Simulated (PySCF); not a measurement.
# Hartree-Fock beside MP2: GeH3NSi

Calculated results; nothing here was measured. The program is PySCF 2.14.0, an open-source quantum chemistry code, run on an isolated molecule that a program drew, which may never have been made. The molecule is GeH3NSi (charge 0, singlet), drawn as the SMILES string `[SiH2]=[N][GeH]`.

The geometry was optimised and harmonic frequencies were computed with HF and MP2, all in the cc-pV(D+d)Z basis, for the commonest isotopes, with a restricted reference for singlets and an unrestricted one otherwise, and a frozen core in MP2. Germanium has the cc-pVDZ-PP basis, with a core potential (ECP10MDF) in place of its 10 inner electrons, and its 3s, 3p and 3d shells are frozen in MP2. Each result is a local minimum of its method.

Geometry at the HF minimum:
```xyz
6
GeH3NSi, angstrom
Si    1.1799    0.8852   -1.7945
N     0.4931    1.5005   -0.5350
Ge   -0.1042    2.1996    1.0145
H     1.8017    1.6782   -2.8686
H     1.2803   -0.5602   -2.0593
H    -1.6249    2.3890    0.5601
```

Lengths of the bonds as drawn, in Å (atoms numbered as above):
| bond | HF | MP2 |
|---|---|---|
| Si1-N2 | 1.561 | 1.606 |
| N2-Ge3 | 1.802 | 1.831 |
| Si1-H4 | 1.473 | 1.477 |
| Si1-H5 | 1.473 | 1.477 |
| Ge3-H6 | 1.598 | 1.601 |

Rotational constants, in GHz:
| constant | HF | MP2 |
|---|---|---|
| A | 90.9 | 87.7 |
| B | 1.927 | 1.855 |
| C | 1.924 | 1.853 |

Harmonic frequencies in cm^-1, each column in rising order, so a row needn't be the same motion in every method:
```
rank    HF   MP2
   1   100    81
   2   179   156
   3   352   421
   4   459   423
   5   723   587
   6   748   685
   7   839   771
   8  1086     ?
   9  1398  1241
  10  1922  1912
  11  2353  2301
  12  2358  2314
```

**Estimate the missing MP2 frequency from the HF column.**

A single factor s that minimises the squared misfit of MP2 against s times HF over the other rows is sum(HF x MP2) / sum(HF^2) = 0.9648, with an rms misfit of 60 cm^-1. For rank 8 it gives 0.9648 x 1086 = 1048 cm^-1. The calculation gives 1020 cm^-1, 28 cm^-1 below the estimate. The drawn bonds are on average 1.0 % longer in MP2 than in HF.
